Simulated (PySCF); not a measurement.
A structure optimised at PBE-D3(BJ)/def2-SVP, used in a PySCF frequency run:

```xyz
7

Te     0.4920    -0.4701     0.6907
O      0.4330    -1.9544    -0.7176
H      1.2339    -1.7969    -1.2580
Ge    -0.8430     1.1685    -0.8013
H     -1.0125     2.5002    -0.0199
H     -0.0625     1.4245    -2.1179
H     -2.2290     0.5612    -1.1356
```

Problem. Write its SMILES and formula.

Solution. O[Te][GeH3], GeH4OTe

Problem. What are its rotational constants (standard atomic weights)?

Solution. 7.2561, 1.4442, 1.2283 GHz
